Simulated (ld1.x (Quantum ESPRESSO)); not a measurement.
Reading a pseudo-wave (nickel)

Columns: radius, all-electron u(r) and pseudo u(r) of the 3d shell (level -9.65 eV) of nickel in the configuration [Ar] 3d8 4s1.75 4p0.25; LDA (PZ), scalar-relativistic, PAW scheme, ld1.x (Quantum ESPRESSO) 7.5.

```tsv
r (bohr)	all-electron	pseudo
0.123	0.1470	0.0041
0.245	0.4917	0.0309
0.368	0.7788	0.0957
0.490	0.9330	0.1989
0.613	0.9804	0.3298
0.735	0.9606	0.4643
0.858	0.9055	0.5793
0.980	0.8358	0.6537
1.103	0.7612	0.6801
1.225	0.6887	0.6627
1.348	0.6198	0.6155
1.470	0.5569	0.5568
1.593	0.4992	0.4992
1.715	0.4475	0.4475
1.838	0.4008	0.4008
1.960	0.3593	0.3593
2.083	0.3218	0.3218
2.205	0.2886	0.2886
2.328	0.2587	0.2587
2.450	0.2322	0.2322
2.573	0.2083	0.2083
2.695	0.1870	0.1870
2.818	0.1679	0.1679
2.940	0.1508	0.1508
3.063	0.1354	0.1354
3.185	0.1218	0.1218
```

**Question.** How many radial nodes do the two functions have?

**Answer.** The all-electron 3d function has n − l − 1 = 0; the pseudo-wave has 0.

**Question.** At about which radius was the pseudo-wave matched?

**Answer.** 1.60 bohr. The columns agree to 0.0005 from 1.47 bohr on; several derivatives are matched, so the curves merge somewhat inside the radius.

**Question.** Where does each function peak?

**Answer.** Outermost all-electron maximum near 0.61 bohr, pseudo maximum near 1.10 bohr (to the table’s step).

**Question.** Is the pseudo-wave norm-conserving?

**Answer.** No, it belongs to a PAW set: the norm inside the radius is not constrained, and the difference is carried by the augmentation charge.
